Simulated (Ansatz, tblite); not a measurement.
Removing an electron: Sn(CF3)H3 (CH₃F₃Sn). Charge 0, multiplicity 1. Geometry: PBE0-D4/def2-SVP. Ansatz, gas phase; energy differences of separate SCF runs; the oxidised species was run as a doublet alone.

Cartesian coordinates in Å:
```
Sn -1.0611 -0.1498 0.2361
C 1.0682 0.1508 -0.2377
F 1.4180 1.4412 -0.1486
F 1.3615 -0.2528 -1.4813
F 1.8633 -0.5324 0.5970
H -1.3808 -1.8195 0.0875
H -1.9632 0.7652 -0.8868
H -1.3060 0.3974 1.8338
```

In the def2 sets Sn takes a core potential; there is no spin–orbit coupling. The xTB rows come from tblite. HOMO above LUMO, or a gap near zero within one spin, warns that the state may not be the lowest or that an electron is smeared out.

| level | −HOMO (eV) | vertical IE (eV) | −LUMO (eV) | HOMO–LUMO gap (eV) | remarks |
| --- | --- | --- | --- | --- | --- |
| GFN1-xTB | 12.55 | 15.90 | 5.80 | 6.75 | – |
| GFN2-xTB | 12.19 | 15.43 | 6.17 | 6.01 | – |
| PBE-D4/def2-TZVP | 7.39 | 10.63 | 0.98 | 6.41 | gap within one spin near zero (+1 doublet) |
| r2SCAN-D4/def2-TZVP | 7.70 | 10.78 | 0.62 | 7.08 | – |
| PBE0-D4/def2-TZVP | 8.81 | 10.99 | 0.25 | 8.56 | – |

  Raw xTB energy differences between charge states are shifted by several eV; the methods need an empirical correction for them.
